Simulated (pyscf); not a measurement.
Optimised with ωB97X-D3(BJ)/def2-SVP in PySCF. MP2 and CC: frozen core, UHF for open shells. ΔMP2 is the change of the MP2 total energy from the triple- to the quadruple-zeta basis.

Problem. •H₂Si–PH₂ (SMILES [SiH2]P) -> H₃Si–PH• (SMILES [SiH3][PH])
Surface: doublet. Broken: H–P. Formed: H–Si. Give ΔE‡ and ΔE from CCSD(T)/def2-TZVPP + ΔMP2(QZVPP), relative to the reactant's lowest minimum found.

Solution. ΔE‡ = 25.5 kcal/mol, ΔE = -7.4 kcal/mol. Zero-point energy shifts the barrier by -2.0 kcal/mol. It is a hydrogen shift, with an imaginary mode of 1516i cm⁻¹. One saddle was located; it need not be the lowest between these sides. The CCSD(T) − MP2 part came from Ansatz, without density fitting, on the same reference.
